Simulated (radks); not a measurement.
Charge is removed step by step from the 3s1/2 level of Pt3+, starting from [Xe] 4f14 5d7. All-electron calculation, Dirac Kohn-Sham, PBE, spin-unpolarised, spherical densities, finite nucleus; open shells fill j = l - 1/2 first; Fermi nuclear charge, rms radius 5.427 fm. Program: a radial shooting solver on a logarithmic mesh with Libxc functionals.

| removed (e) | E - E(0) (eV) | eigenvalue (eV) | E minus straight line (eV) |
|---|---|---|---|
| 0 | 0.000 | -3262.5 | 0.000 |
| 0.125 | 408.32 | -3270.6 | -3.607 |
| 0.25 | 817.66 | -3278.8 | -6.193 |
| 0.375 | 1228.0 | -3287.0 | -7.753 |
| 0.5 | 1639.4 | -3295.3 | -8.283 |
| 0.625 | 2051.9 | -3303.6 | -7.777 |
| 0.75 | 2465.3 | -3311.9 | -6.231 |
| 0.875 | 2879.8 | -3320.3 | -3.640 |
| 1 | 3295.4 | -3328.7 | 0.000 |

Removing the whole electron costs 3295.4 eV by Delta-SCF, against 3262.5 eV from minus the eigenvalue at the starting occupation. Slater's transition state (half an electron removed) gives 3295.3 eV. Integrating minus the eigenvalue over the occupation (Janak's theorem) gives 3295.4 eV. The mean slope of the eigenvalue, de/dn, is 66.3 eV per electron.
